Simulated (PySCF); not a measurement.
Electric properties by functional and basis

Species: fluorochlorobromomethane, CHBrClF.
Z-matrix (Å and degrees, PBE0-D3(BJ)/def2-SVP geometry), rows numbered from 1:
```
F 
C   1  1.3312
Cl  2  1.7607  1  110.09
Br  2  1.9378  1  109.38  3   123.01
H   2  1.0974  1  110.30  3  -119.65
```

PySCF, dipoles from the SCF density, polarisabilities from static response with core orbitals frozen. Geometry: PBE0-D3(BJ)/def2-SVP; no solvent, vibrations or thermal averaging. Relativistic effects, spin–orbit coupling among them, are left out although an element past zinc is present.

Question: Compare the levels for these properties.

Answer: 

```csv
level,μ (D),error (%),α (Å³),anisotropy (Å³)
LDA/def2-SVPD,1.151,-23.3,7.89,3.22
PBE/def2-SVPD,1.123,-25.2,7.88,3.22
B3LYP/def2-SVPD,1.189,-20.7,7.64,3.09
PBE0/def2-SVPD,1.194,-20.4,7.53,3.03
BHandHLYP/def2-SVPD,1.267,-15.5,7.33,2.95
CAM-B3LYP/def2-SVPD,1.226,-18.3,7.49,2.96
wB97X-D/def2-SVPD,1.217,-18.9,7.47,2.95
LC-wPBE/def2-SVPD,1.231,-17.9,7.31,2.82
HF/def2-SVPD,1.359,-9.4,7.08,2.85
```

Reference dipole: 1.500 D (measured, gas; NIST CCCBDB Release 22 (SRD 101), experimental dipoles). The anisotropy is √(½[(α1 − α2)² + (α2 − α3)² + (α3 − α1)²]). For the dipole, the smallest error is 9.4% (HF/def2-SVPD) and the largest 25.2% (PBE/def2-SVPD). Even the closest misses by 9%. The dipole runs from 1.12 D (PBE/def2-SVPD) to 1.36 D (HF/def2-SVPD). In one basis (def2-SVPD) the functionals order the polarisability from HF (lowest) to LDA (highest), a spread of 11%. Measured values can belong to vibrating molecules; the computed ones are for one fixed geometry.
